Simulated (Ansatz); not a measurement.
A structure relaxed at r2SCAN-D4/def2-SVP in Ansatz, charge 0, singlet:

```xyz
7

Ni   -1.697   -0.360    1.330
Ni    2.148    1.087    0.829
Ni    0.653   -1.656   -1.822
Si    1.710   -0.394   -0.557
Si   -0.811   -0.772   -0.631
Si   -2.083    1.232   -0.099
Si    0.080    0.863    0.950
```

Question: Give its formula and point group.

Answer: Si4Ni3. Point group Cs (tolerance 0.1 Å).

Question: Summarise the bond lengths by kind (pairs closer than 1.2 times the sum of covalent radii, bridged metal pairs left out).

Answer: 7 × Ni–Si 2.08 to 2.19 Å; 5 × Si–Si 2.43 to 2.55 Å.

The restricted singlet is unstable towards broken spin symmetry in Hartree–Fock (as tested in another run); at r2SCAN-D4/def2-SVP this wasn't settled. The relaxation made no stability test and no search for a lower SCF solution. No other spin state of charge 0 was run. Another isomer (triplet) lies 0.92 eV lower at PBE0-D4/def2-TZVP; other spin states weren't run for this one.
